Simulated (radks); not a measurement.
Values are calculated unless marked as measured or tabulated.
Problem. Cu V, configuration [Ar] 3d7. Code: a radial shooting solver on a logarithmic mesh with Libxc functionals. Model: scalar-relativistic Kohn-Sham, PBE, spin-polarised, spherical densities, finite nucleus; open shells are filled with parallel spins first; Fermi nuclear charge, rms radius 3.8823 fm. Some entries of the table are withheld. Estimate them.

orbital  occ.  eigenvalue (eV)  <r> (bohr)
1s down     1        -8921.865     0.05213
1s up       1        -8921.861     0.05213
2s up       1        -1135.592      0.2353
2s down     1        -1133.498      0.2350
2p up       3        -989.7235      0.2066
2p down     3        -988.1526      0.2063
3s up       1              (1)         (2)
3s down     1              (3)         (4)
3p up       3        -142.3113         (5)
3p down     3        -138.3912         (6)
3d up       5         -72.5819      0.7992
3d down     2         -68.7569      0.8140

Solution. 
(1) 3s up eigenvalue (eV): -185.4896
(2) 3s up <r> (bohr): 0.6982
(3) 3s down eigenvalue (eV): -181.5022
(4) 3s down <r> (bohr): 0.7004
(5) 3p up <r> (bohr): 0.7244
(6) 3p down <r> (bohr): 0.7280
